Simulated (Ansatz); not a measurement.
Coupled-cluster diagnostics for Te(CN)2 (TeC₂N₂), Ansatz.

Geometry of the singlet (B3LYP-D4/def2-SVP):

```xyz
5

Te   -0.207   -1.403   -0.040
C     1.286   -0.177   -0.775
N     2.163    0.443   -1.219
C    -1.288    0.158    0.774
N    -1.953    0.980    1.259
```

In the def2 sets Te takes a core potential; there is no spin–orbit coupling. Correlated methods freeze 8 core orbitals; core or outer-core shells of Te are correlated, in sets that lack core-valence functions.

(1) Estimate the CCSD(T) correlation energy, the shares of MP2 and (T), T1 and the reference's ⟨S²⟩ for: charge 0, singlet, own geometry in def2-TZVPP; and the rough time on 4 threads of Arm Neoverse V1 on a shared host.

## Answers

(1) 
| state | basis | correlation (eV) | MP2 share (%) | (T) share (%) | T1 | ⟨S²⟩ (pure) | wall time |
| --- | --- | --- | --- | --- | --- | --- | --- |
| charge 0, singlet, own geometry | def2-TZVPP | -31.289 | 98.1 | 4.4 | 0.015 | 0.00 (0.00) | 57 s |
Customary marks for T1 are 0.02 (closed shells), 0.045 (open shells) and about 0.05 (3d metals). T1 stays under 0.02 throughout.
